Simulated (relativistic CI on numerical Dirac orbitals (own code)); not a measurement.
# Hyperfine structure of Dy28+, mass number 161

Method of calculation: Dirac-Coulomb-Breit CI, separate exchange-only KLI orbitals for each configuration, a model potential for QED, unscaled Slater integrals (own radial code, finite nucleus).

CI space (outside the closed core [Ar] 3d10): 4s2 4p6 4d2, 4s2 4p5 4d3, 4s2 4p6 4d 4f, 4s 4p6 4d3, 4s2 4p5 4d2 4f, 4s 4p6 4d2 4f, 4s2 4p6 4d 5s, 4s2 4p6 4f 5s, 4s2 4p6 4d 5p, 4s2 4p6 4f2, 4s2 4p5 4f3, 4s 4p6 4f3, 4s2 4p6 4f 5p, 4s2 4p5 4f2 5p, 4s 4p6 4f2 5p. Double excitations out of closed p, d and f shells are left out; levels of such configurations are missing from the list, as are those of other unlisted configurations, and high levels can miss mixing partners.

Nuclear spin I = 5/2, μ = -0.479 μN, Q = 2.51 b (tables of Stone and Pyykkö). The electronic factors are computed for point nuclear moments, without core polarisation or the Bohr-Weisskopf and QED corrections.

| Level | E (cm⁻¹) | A (MHz) | B (MHz) |
| --- | --- | --- | --- |
| 4s2 4p6 4d2 3F_2 | 0.0 | -3050 | 4330 |
| 4s2 4p6 4d2 3F_3 | 70022.2 | -1753 | 11700 |
| 4s2 4p6 4d2 3F_4 | 102349.9 | -1776 | 43400 |
| 4s2 4p6 4d2 3P_1 | 105296.5 | 84.11 | 12000 |
| 4s2 4p6 4d2 1G_4 | 165349.6 | -1356 | 42900 |

Levels with J = 0, under 50 % of one LS term, or S terms without an open s electron are left out. Small factors come from cancelling terms and can be off by tens of per cent or more.

At this charge energies of transitions that change n are usually good to better than 1 %, and those within a shell (Δn = 0) to a few per cent. Terms inside the open d or f shell come out 10 to 20 % too wide with unscaled integrals.

Task: Give the hyperfine levels of 4s2 4p6 4d2 3F_2 relative to its centre of gravity.

Result: With K = F(F + 1) − I(I + 1) − J(J + 1), E = AK/2 + B[¾K(K + 1) − I(I + 1)J(J + 1)]/[2I(2I − 1)J(2J − 1)]: F = 1/2: 24390, F = 3/2: 17860, F = 5/2: 8068, F = 7/2: -3367, F = 9/2: -14170 MHz.

LS names give the leading component of a level, which can be under half, so a name can repeat, a term be missing and a line seem to break the LS rules.
